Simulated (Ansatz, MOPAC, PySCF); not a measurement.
Noncovalent pair: CH2O (SMILES C=O) (first 4 atoms) with H2Se (SMILES [SeH2]); geometry from B3LYP-D3(BJ)/def2-TZVP, rigid monomers moved along the line of their centres of mass till O2···Se5 is 4.51 Å.
(charge 0, multiplicity 1):
```
atom    x (Å)    y (Å)    z (Å)
----  -------  -------  -------
C      0.3537   0.0670  -0.3292
O      1.0838  -0.6681   0.2779
H      0.2041  -0.0338  -1.4210
H     -0.2039   0.8785   0.1737
Se     0.9024   1.0618   4.4412
H      0.4621  -0.3378   4.4219
H      0.2561   1.2972   5.7430
```

Monomers are frozen at their geometry in the pair; levels with a basis set take the counterpoise correction.

Rows in 6-31G* carry no dispersion term and start afresh at each structure (6-31G* with six Cartesian d functions); the Pople sets are all-electron and without relativity. The state that AM1 reach isn't checked.

Programs: Ansatz (a first-principles code) with Gaussian orbitals; MOPAC for AM1 (differences of heats of formation); PySCF for 6-31G* rows. 

Task: Estimate the interaction energy that r2SCAN/def2-TZVPPD returns for this input.

Result: -26 meV

Task: Give the interaction energy at the level B3LYP/6-31G*.

Result: -17 meV

Task: Give the interaction energy at the level AM1.

Result: -7 meV
